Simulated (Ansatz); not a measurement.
CH4N (SMILES C[NH]) moved off its minimum; all values from Ansatz (a first-principles code), cores frozen in correlated methods. Open shells are unrestricted.
(charge 0, multiplicity 2)
```xyz
6

C     -0.5706     0.1597    -0.0337
N      0.7511    -0.2796    -0.3409
H     -0.6553     0.0598     1.1719
H     -1.2774    -0.5440    -0.4832
H     -0.6940     1.2707    -0.2549
H      1.3545     0.4303     0.2822
```

**Question.** Give the forces (eV/Å), the total energy and the dipole at CCSD(T)/cc-pVTZ.

**Answer.** 
```
atom      Fx      Fy      Fz
----  ------  ------  ------
C1    -0.241   0.314   2.605
N2     2.180   1.886   1.538
H3    -0.243   0.310  -2.407
H4    -0.292   0.679  -0.057
H5    -0.326  -1.353   0.069
H6    -1.077  -1.836  -1.749
```
Energy -95.0122 hartree, dipole 1.88 D.
